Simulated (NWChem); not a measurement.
Molecule: C₂H₆Si; SMILES C=C[SiH3]

```xyz
9

Si    -0.0575    -1.0767     0.0003
C      0.5297     0.6989     0.0007
C     -0.2933     1.7538    -0.0008
H      0.4678    -1.8125    -1.1919
H     -1.5519    -1.1012    -0.0262
H      0.4235    -1.7991     1.2193
H      1.6116     0.8899     0.0030
H      0.0815     2.7838     0.0005
H     -1.3833     1.6384    -0.0038
```
Atoms are numbered in this order, from 1.

Results from NWChem. Pople sets run with spherical d functions. Coordinates come from a PBE0/def2-SVP optimisation. Level: M06-2X/6-31G* with SMD (1 M gas to 1 M solution), gas-phase geometry. Reactions with the solvent are ignored.

```csv
solvent,dielectric constant,solvation free energy (kcal/mol),cavity-dispersion-structure term (kcal/mol),dipole in solution (D)
water,78.4,___,___,0.96
ethanol,24.9,-0.8,0.7,0.95
ethylene glycol,40.2,1.3,2.8,0.95
toluene,2.37,-1.1,-0.2,0.85
```

**Question.** Some entries are withheld; supply them.

**Answer.** 
- water, solvation free energy (kcal/mol): 2.4
- water, cavity-dispersion-structure term (kcal/mol): 3.9
